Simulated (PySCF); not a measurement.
GeH, charge +1, multiplicity 1. Atoms are numbered in the order given.

```xyz
2

Ge     0.0000     0.0000    -0.0481
H      0.0000     0.0000     1.5400
```
Charge +1, spin multiplicity 1.

Coordinates come from a PBE0-D3(BJ)/def2-TZVPD optimisation. The spin state was assumed, not searched.

Calculation: PBE/pcSseg-2 (PySCF).

GIAO shieldings, no solvent; atoms alike by connectivity are averaged. δ = σ(ref) − σ: ⁷³Ge against GeH4 (σ = 1621.0 ppm); ¹H against TMS (σ = 31.47 ppm), references at their B3LYP-D3(BJ)/def2-TZVP geometries, non-relativistic.

Computed chemical shifts:
```
nucleus  atoms  count  δ (ppm)
-------  -----  -----  -------
⁷³Ge       Ge1      1   2297.3
¹H          H2      1     9.33
```
